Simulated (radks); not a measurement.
Values are calculated unless marked as measured or tabulated.
Question: The mean radii <r> (bohr) of the occupied orbitals of an atom or ion are listed with their occupations. Level of theory: Dirac Kohn-Sham, XLYP, spin-unpolarised, spherical densities, finite nucleus; Fermi nuclear charge, rms radius of each element as measured or else 0.836 A^(1/3) + 0.57 fm (a radial shooting solver on a logarithmic mesh with Libxc functionals).

| orbital | occ. | <r> |
|---|---|---|
| 1s1/2 | 2 | 0.01744 |
| 2s1/2 | 2 | 0.07296 |
| 2p1/2 | 2 | 0.06016 |
| 2p3/2 | 4 | 0.06847 |
| 3s1/2 | 2 | 0.1899 |
| 3p1/2 | 2 | 0.1801 |
| 3p3/2 | 4 | 0.1954 |
| 3d3/2 | 4 | 0.1705 |
| 3d5/2 | 6 | 0.1751 |
| 4s1/2 | 2 | 0.4232 |
| 4p1/2 | 2 | 0.4266 |
| 4p3/2 | 4 | 0.4604 |
| 4d3/2 | 4 | 0.4719 |
| 4d5/2 | 6 | 0.4832 |
| 5s1/2 | 2 | 0.9786 |
| 5p1/2 | 2 | 1.064 |
| 4f5/2 | 6 | 0.5315 |
| 4f7/2 | 8 | 0.5392 |
| 5p3/2 | 4 | 1.163 |
| 5d3/2 | 2.8 | 1.599 |
| 5d5/2 | 4.2 | 1.656 |

Name the element and its charge. Open shells, if any, are shared by 2j + 1.

Answer: Z = 77, iridium, charge +2: Ir2+ in [Xe] 4f14 5d7. The 1s radius gives Z: for a bare nucleus <r> = (2 gamma + 1)/(2Z) with gamma = sqrt(1 - (Z/c)^2), 0.01724 bohr for Z = 77, and screening makes it slightly larger (0.01744 here). The occupations add up to 75, and the charge is Z minus that.
